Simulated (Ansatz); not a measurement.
Coupled-cluster diagnostics for K4H5⁻, Ansatz.

Geometry of the singlet (PBE0-D4/def2-SVPD):

Cartesian coordinates in Å:
```
K -1.2762 0.5937 -1.2081
K 1.6547 -0.0395 0.8612
K -0.6862 -3.0028 0.0363
K 0.5802 3.8369 0.3636
H -0.9386 -0.4615 1.2002
H -1.1436 3.1436 -1.2461
H -1.3225 -5.3625 0.1714
H 0.7686 -1.0931 -1.4118
H 2.3636 2.3851 1.2333
```

Correlated methods freeze 20 core orbitals; core or outer-core shells of K are correlated, in sets that lack core-valence functions. Another isomer (singlet) lies 0.75 eV lower at PBE0-D4/def2-TZVPD; other spin states weren't run for this one.

**Question.** Estimate the CCSD(T) correlation energy, the shares of MP2 and (T), T1 and the reference's ⟨S²⟩ for: charge -1, singlet, own geometry in def2-TZVPD; and the rough time on 4 threads of Arm Neoverse V2 on a shared host.

**Answer.** 
| state | basis | correlation (eV) | MP2 share (%) | (T) share (%) | T1 | ⟨S²⟩ (pure) | wall time |
| --- | --- | --- | --- | --- | --- | --- | --- |
| charge -1, singlet, own geometry | def2-TZVPD | -23.253 | 88.9 | 1.3 | 0.010 | 0.00 (0.00) | 76 s |
Customary marks for T1 are 0.02 (closed shells), 0.045 (open shells) and about 0.05 (3d metals). T1 stays under 0.02 throughout.
